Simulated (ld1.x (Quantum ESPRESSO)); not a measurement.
**As (Z = 33): excitation energies, all-electron against TM**

ld1.x (Quantum ESPRESSO) 7.5 input, shortened:

```
&input
   title='As', zed=33., rel=1, dft='PBE', iswitch=3,
   config='[Ar] 3d10 4s2 4p1 4d-2'
 /
 &inputp
   pseudotype=2, tm=.true., lloc=0,
   nlcc=.true., new_core_ps=.true., rcore=1.30
 /
3
4P  2  1   1.00   0.00  1.30  1.30  0.0
4D  3  2  -2.00   0.35  1.50  1.50  0.0
4S  1  0   2.00   0.00  1.55  1.55  0.0
 &test
   configts(1)='4s2 4p1'
 /
```

Energies are relative to the spin-unpolarised reference configuration 4s2 4p1; without spin polarisation the order of configurations can differ from experiment.

```tsv
valence configuration	charge	ΔE all-electron (eV)	error AE − PS (meV)
4s2 4p2	+1	-17.918	-9.4
4s2 4p0	+3	27.703	-28
4s1 4p0	+4	78.350	-203
4s2 4p3.3	-0.3	-28.301	-29
4s1 4p4	0	-17.650	-11
4s0 4p5	0	-8.011	-4.3
```

(1) What are ΔE and the potential's error for 4s2 4p3?

Note: ghost states, extra bound levels that the all-electron valence spectrum of the same l lacks: p at -88.7 eV, d at -77.6 eV. A true bound ghost makes a file unfit for plane-wave use.

## Answers

(1) ΔE = -27.067 eV all-electron; the error (AE − PS) is -25 meV.
